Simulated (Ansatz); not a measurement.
`C=C[Si](F)(F)F` and `FB(F)[Si](F)(F)F` differ in one atom or group.

Ansatz, PBE0-D4/def2-TZVP geometries, multiplicity 1. Each molecule was computed in one conformer, which needn't be the lowest.

```
                                      property  `C=C[Si](F)(F)F`
             HOMO energy (PBE/def2-TZVPP) / eV             -7.71
size of the dipole moment (PBE/def2-TZVPP) / D              2.46
             LUMO energy (PBE/def2-TZVPP) / eV             -2.19
            HOMO energy (PBE0/def2-TZVPP) / eV             -8.90
            LUMO energy (PBE0/def2-TZVPP) / eV             -1.19
          HOMO–LUMO gap (PBE0/def2-TZVPP) / eV              7.71
```

(1) Give the same properties after the change, and the shifts. (Best estimate.)

Answers

(1) The calculation gave: 
```json
{"property": "HOMO energy (PBE/def2-TZVPP) / eV", "`FB(F)[Si](F)(F)F`": "-8.60", "shift": "-0.89"}
{"property": "size of the dipole moment (PBE/def2-TZVPP) / D", "`FB(F)[Si](F)(F)F`": "0.78", "shift": "-1.68"}
{"property": "LUMO energy (PBE/def2-TZVPP) / eV", "`FB(F)[Si](F)(F)F`": "-2.83", "shift": "-0.64"}
{"property": "HOMO energy (PBE0/def2-TZVPP) / eV", "`FB(F)[Si](F)(F)F`": "-10.22", "shift": "-1.32"}
{"property": "LUMO energy (PBE0/def2-TZVPP) / eV", "`FB(F)[Si](F)(F)F`": "-1.90", "shift": "-0.71"}
{"property": "HOMO–LUMO gap (PBE0/def2-TZVPP) / eV", "`FB(F)[Si](F)(F)F`": "8.32", "shift": "0.61"}
```

With PBE0 the HOMO falls by 1.32 eV and the LUMO falls by 0.71 eV, so the gap widens by about 0.61 eV. PBE moves the HOMO by -0.89 eV and ωB97M-V by -1.29 eV. Dipoles are sizes alone; their direction can turn.
